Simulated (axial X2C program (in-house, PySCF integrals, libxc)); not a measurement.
## Ionising LiMo

All values come from calculations with an in-house relativistic program for diatomic molecules, spin-free (one-electron X2C) or two-component (2c: spin–orbit coupling with atomic mean-field Coulomb and Gaunt terms, which also bring small scalar terms), in Dyall basis sets with cores contracted in-house; open shells are unrestricted.

Basis sets: Li dyall-cv3z, Mo dyall-cv3z. Frozen shells (counts by l): LiMo Mo 3s2p1d, Li 1s, 15 electrons correlated; LiMo⁺ Mo 3s2p1d, Li 1s, 14 electrons correlated. Coupled cluster in natural virtuals with an MP2 remainder. Where the outer core of a metal is frozen, bonds come out longer and ionisation energies lower.

| Hamiltonian | level | LiMo state | Re (Å) | ωe (cm⁻¹) | De (eV) |
| --- | --- | --- | --- | --- | --- |
| spin-free | HF | M_S = 5/2, Λ = 0 | 3.209 | 141.2 | 0.12 |
| spin-free | PBE0 | M_S = 5/2, Λ = 0 | 2.778 | 283.4 | 0.79 |
| spin-free | CCSD | M_S = 5/2, Λ = 0 | 2.730 | 298.7 | 0.74 |
| spin-free | CCSD(T) | M_S = 5/2, Λ = 0 | 2.697 | 312.3 | 0.82 |
| 2c | HF | Ω = 5/2 | 3.210 | 141.2 | 0.12 |
| 2c | PBE0 | Ω = 5/2 | 2.778 | 283.3 | 0.79 |
| 2c | CCSD | Ω = 5/2 | 2.730 | 298.7 | 0.74 |
| 2c | CCSD(T) | Ω = 5/2 | 2.697 | 312.4 | 0.81 |

Adiabatic ionisation energy (minimum to minimum, no zero-point term) and constants of LiMo⁺:

```json
{"Hamiltonian": "spin-free", "level": "HF", "LiMo⁺ state": "M_S = 3, Λ = 0", "IE (eV)": "4.50", "Re (Å)": "3.046", "ωe (cm⁻¹)": "219.4", "De (eV)": "0.96", "fragments": "Mo + Li+"}
{"Hamiltonian": "spin-free", "level": "PBE0", "LiMo⁺ state": "M_S = 3, Λ = 0", "IE (eV)": "5.52", "Re (Å)": "2.955", "ωe (cm⁻¹)": "221.1", "De (eV)": "0.84", "fragments": "Mo + Li+"}
{"Hamiltonian": "spin-free", "level": "CCSD", "LiMo⁺ state": "M_S = 3, Λ = 0", "IE (eV)": "5.25", "Re (Å)": "2.962", "ωe (cm⁻¹)": "230.9", "De (eV)": "0.83", "fragments": "Mo + Li+"}
{"Hamiltonian": "spin-free", "level": "CCSD(T)", "LiMo⁺ state": "M_S = 3, Λ = 0", "IE (eV)": "5.34", "Re (Å)": "2.956", "ωe (cm⁻¹)": "232.2", "De (eV)": "0.82", "fragments": "Mo + Li+"}
{"Hamiltonian": "2c", "level": "HF", "LiMo⁺ state": "Ω = 3", "IE (eV)": "4.50", "Re (Å)": "3.047", "ωe (cm⁻¹)": "219.2", "De (eV)": "0.96", "fragments": "Mo + Li+"}
{"Hamiltonian": "2c", "level": "PBE0", "LiMo⁺ state": "Ω = 3", "IE (eV)": "5.52", "Re (Å)": "2.955", "ωe (cm⁻¹)": "220.9", "De (eV)": "0.84", "fragments": "Mo + Li+"}
{"Hamiltonian": "2c", "level": "CCSD", "LiMo⁺ state": "Ω = 3", "IE (eV)": "5.25", "Re (Å)": "2.963", "ωe (cm⁻¹)": "230.7", "De (eV)": "0.83", "fragments": "Mo + Li+"}
{"Hamiltonian": "2c", "level": "CCSD(T)", "LiMo⁺ state": "Ω = 3", "IE (eV)": "5.34", "Re (Å)": "2.956", "ωe (cm⁻¹)": "232.0", "De (eV)": "0.81", "fragments": "Mo + Li+"}
```

Q: Add the zero-point terms to the ionisation energy at CCSD(T), 2c, and say whether the electron removed was bonding.

A: IE0 = IE + (ωe⁺ − ωe)/2 = 5.34 + (-0.005) = 5.34 eV. Re changes by 0.259 Å, so the bond lengthens, as on loss of a bonding electron.

Q: Close the cycle De(LiMo⁺) + IE(LiMo) = De(LiMo) + IE(Li) to find the atomic ionisation energy at CCSD(T), 2c.

A: IE(Li) = 0.81 + 5.34 − 0.81 = 5.34 eV, for the determinants used.

Each entry is the lowest single determinant of a limited PBE0 search at one distance. De goes to single-determinant-based atoms at the same level (for ions the charge split of lowest energy) and is withheld (n/a) where an atom does not fit its ground term or J level. Main or longest-lived isotopes. One determinant is a doubtful description, or other states lie close, for LiMo, LiMo⁺; these need not be ground states, and all values refer to the states named. Some open-shell Ω = 0 determinants are out of reach, so the Ω given for LiMo⁺ need not be the lowest component. With several unpaired electrons the Ω given is that of one determinant, not necessarily of the lowest component.
